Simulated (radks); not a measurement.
The numbers below are computed, except where a source is named.
Q: The table gives one normalised radial function P(r) = r R(r) of Pm4+ in [Xe] 4f2 6s1 (r in bohr). Level of theory: scalar-relativistic Kohn-Sham, B86b exchange with PBE correlation, spin-polarised, spherical densities, finite nucleus; open shells are filled with parallel spins first (spin-orbit coupling, left out, can overturn this in heavy ions); Fermi nuclear charge, rms radius 4.962 fm (a radial shooting solver on a logarithmic mesh with Libxc functionals).

r,P
0.001109,0.0000
0.001491,0.0000
0.001988,0.0000
0.002673,0.0001
0.003594,0.0002
0.004831,0.0005
0.006496,0.0012
0.008733,0.0027
0.01165,0.0059
0.01566,0.0129
0.02105,0.0275
0.02831,0.0570
0.03806,0.1127
0.05117,0.2101
0.06825,0.3562
0.09176,0.5502
0.1234,0.7288
0.1659,0.7627
0.223,0.4945
0.2998,-0.1214
0.3999,-0.8492
0.5376,-1.3232
0.7228,-1.2485
0.9718,-0.7889
1.307,-0.3330
1.743,-0.0913
2.343,-0.0134
3.15,-0.0009
4.235,0.0000
5.694,0.0000
7.655,0.0000

Which n and l does it have? It may be an empty orbital.

A: n = 4, l = 2: the number of nodes gives n - l - 1 = 1, the rise at small r (about r^(l+1), flatter next to the nucleus through relativity) gives l, and the extent must fit the shell. The curve is that of 4d down; the table hardly tells the two spins apart. 4d down: eigenvalue -185.83 eV, 1 radial node at r = 0.285 bohr, <r> = 0.674 bohr, 90 % of the charge inside 1.01 bohr.
